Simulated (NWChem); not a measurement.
Atomisation of CH3S

```
C
H 1 1.0975
H 1 1.0981 2 120.79
S 1 1.7323 2 121.74 3 165.49
H 4 1.3629 1 97.93 2 14.72
```
Charge 0, spin multiplicity 2.

Program: NWChem. The geometry was optimised at UPBE/def2-SVP, a minimum by its harmonic frequencies. It is one conformer; others weren't searched.

Basis set: def2-TZVP. The atomisation energy is electronic alone: no zero-point, thermal, spin-orbit or counterpoise terms. No value is extrapolated to the basis-set limit. Free atoms are single determinants with multiplicities C 3, S 3, H 2.

B3LYP has NWChem's definition, with VWN1-RPA local correlation. The structure started from a generated list of species. No SCF solution was tested for a lower state. Open-shell Hartree-Fock references start from PBE0 orbitals.

Problem. Order these methods by the atomisation energy they give, lowest first: LDA (SVWN5), BP86, B3LYP, PBE0, PBE, HF.

Solution. HF (269.2 kcal/mol), B3LYP (370.8 kcal/mol), PBE0 (373.6 kcal/mol), PBE (380.1 kcal/mol), BP86 (385.7 kcal/mol), LDA (SVWN5) (427.7 kcal/mol)
